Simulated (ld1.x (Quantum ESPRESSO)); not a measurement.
## lutetium (Lu), PAW: configuration errors across variants

ld1.x (Quantum ESPRESSO) 7.5 input, shortened:

```
&input
   title='Lu', zed=71., rel=1, dft='PBE', iswitch=3,
   config='[Xe] 4f14 5d1 6s1.5 6p0'
 /
 &inputp
   pseudotype=3, lpaw=.true., tm=.true., lloc=-2, rcloc=1.35,
   nlcc=.true., new_core_ps=.true., rcore=1.35,
   which_augfun='BESSEL', rmatch_augfun=1.65
 /
6
5S  1  0   2.00   0.00  1.50  1.70  0.0
6S  2  0   1.50   0.00  1.50  1.70  0.0
5P  2  1   6.00   0.00  1.85  2.00  0.0
6P  3  1   0.00   0.00  1.85  2.00  0.0
5D  3  2   1.00   0.00  2.60  3.05  0.0
5D  3  2   0.00   0.30  2.60  3.05  0.0
 &test
   configts(1)='5s2 5p6 5d1 6s1.5 6p0'
 /
```

All-electron excitation energies from the reference (eV): (1) 5s2 5p6 5d1 6s2 6p0 -2.988; (2) 5s2 5p6 5d1 6s1 6p0 4.377; (3) 5s2 5p6 5d1 6s0 6p0 17.656; (4) 5s2 5p6 5d0 6s2 6p1 -2.041; (5) 5s2 5p6 5d1 6s0 6p1 8.624; (6) 5s2 5p6 5d0 6s2 6p0 2.268; (7) 5s2 5p5 5d1 6s2 6p0 34.053.

The overlap operator is not positive definite (basis up to 400 Ry) in “waves 5d (bound): rcut 2.60, rcutus 3.20 bohr; 5d channel at 0.3 Ry: rcut 2.60, rcutus 3.20 bohr”, “waves 5d (bound): rcut 2.60, rcutus 3.64 bohr; 5d channel at 0.3 Ry: rcut 2.60, rcutus 3.64 bohr”, “waves 5d (bound): rcut 2.60, rcutus 3.88 bohr; 5d channel at 0.3 Ry: rcut 2.60, rcutus 3.88 bohr”. Such files are unfit for use, however small their errors in these radial tests.

Tests that are not counted but printed errors over 1 eV. “waves 5d (bound): rcut 2.60, rcutus 3.88 bohr; 5d channel at 0.3 Ry: rcut 2.60, rcutus 3.88 bohr”: 5s2 5p5 5d1 6s2 6p0 (solver errors, printed error -40.2 eV).

A true bound ghost makes a file unfit for plane-wave use even where its test errors are small: the radial tests pick states by their node count and pass the ghost by.

Errors AE − PS in meV (a dash: test not solved or not reliable):

| change | (1) | (2) | (3) | (4) | (5) | (6) | (7) | bound ghosts |
| --- | --- | --- | --- | --- | --- | --- | --- | --- |
| base | +0.4 | -2.7 | -23 | -11 | -7.3 | -17 | -311 | d |
| waves 5d (bound): rcut 1.84, rcutus 1.94 bohr; 5d channel at 0.3 Ry: rcut 1.84, rcutus 1.94 bohr | +0.8 | -2.3 | -19 | -10 | -5.7 | -16 | -265 | none |
| waves 5d (bound): rcut 2.24, rcutus 2.38 bohr; 5d channel at 0.3 Ry: rcut 2.24, rcutus 2.38 bohr | +0.8 | -2.3 | -19 | -11 | -5.9 | -17 | -265 | none |
| waves 5d (bound): rcut 2.44, rcutus 2.58 bohr; 5d channel at 0.3 Ry: rcut 2.44, rcutus 2.58 bohr | +0.8 | -2.3 | -19 | -11 | -6.0 | -17 | -265 | none |
| waves 5d (bound): rcut 2.60, rcutus 2.92 bohr; 5d channel at 0.3 Ry: rcut 2.60, rcutus 2.92 bohr | +0.7 | -2.4 | -20 | -11 | -6.1 | -17 | -272 | d |
| waves 5d (bound): rcut 2.60, rcutus 3.20 bohr; 5d channel at 0.3 Ry: rcut 2.60, rcutus 3.20 bohr | +1.7 | -0.6 | +5.2 | -9.7 | +2.3 | -16 | -42 | not determined (overlap not positive) |
| waves 5d (bound): rcut 2.60, rcutus 3.64 bohr; 5d channel at 0.3 Ry: rcut 2.60, rcutus 3.64 bohr | – | – | – | – | – | – | – | not determined (overlap not positive) |
| waves 5d (bound): rcut 2.60, rcutus 3.88 bohr; 5d channel at 0.3 Ry: rcut 2.60, rcutus 3.88 bohr | -11 | -23 | -318 | +11 | -99 | +3.2 | – | not determined (overlap not positive) |
| waves 5d (bound): rcut 2.60, rcutus 4.58 bohr; 5d channel at 0.3 Ry: rcut 2.60, rcutus 4.58 bohr | +3.0 | 0.0 | -16 | +83 | -4.1 | +69 | -289 | none |

**Question.** Give the same row for: waves 5d (bound): rcut 2.60, rcutus 4.34 bohr; 5d channel at 0.3 Ry: rcut 2.60, rcutus 4.34 bohr.

**Answer.** +2.3, -0.7, -16, +50, -4.7, +38, -286; bound ghosts: none.
